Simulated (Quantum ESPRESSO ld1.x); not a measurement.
Results of a calculation; reference values are marked as such.
Question: These are the eigenvalues of the occupied orbitals of an atom or ion with whole-number occupations (eV). Level of theory: Dirac Kohn-Sham, BLYP, spin-unpolarised, spherical densities, point nucleus (ld1.x of Quantum ESPRESSO 7.5).

1s1/2: -30042.6
2s1/2: -6947.69
2p1/2: -6787.66

Which element is it, and in what charge state? The configuration may be excited. Open shells, if any, fill j = l - 1/2 first.

Answer: Z = 48, cadmium, charge +42: Cd42+ in [He] 2s2 2p2. The list shows which subshells hold electrons but not how many an open one holds; the 1s level, -1104 hartree, gives Z - s = 47.0 by -(Z - s)^2/2, which with screening and relativity narrows Z to a few neighbours, and the depths of the outer levels then fix element, charge and occupations together.
